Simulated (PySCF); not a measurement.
Cd(SH)(SiMe3), SMILES C[Si](C)(C)[Cd][SH] (C3H10CdSSi) (GFN2-xTB optimised geometry):

```
16

Cd    -1.089     0.024     0.000
S     -2.285     2.228     0.000
H     -3.572     1.935    -0.005
Si     1.470     0.024     0.000
C      1.934     1.105    -1.526
C      2.511    -1.594    -0.060
C      1.954     1.002     1.588
H      2.965     1.448    -1.486
H      1.808     0.557    -2.457
H      1.295     1.988    -1.574
H      2.301    -2.172    -0.954
H      2.314    -2.228     0.799
H      3.572    -1.361    -0.060
H      1.836     0.394     2.483
H      1.319     1.882     1.701
H      2.985     1.343     1.558
```

Method: B3LYP/def2-TZVP, def2 effective core potentials past Kr run with PySCF.

What are the frontier orbital energies and the dipole moment?

HOMO-2 -8.04 eV, HOMO-1 -6.27 eV, HOMO -6.17 eV, LUMO -2.46 eV, LUMO+1 -0.99 eV; dipole moment 3.63 D.

On the same geometry PBE/def2-TZVP, def2 effective core potentials past Kr run with PySCF gives HOMO-2 -7.16 eV, HOMO-1 -5.53 eV, HOMO -5.26 eV, LUMO -2.86 eV, LUMO+1 -1.40 eV; dipole moment 3.44 D.
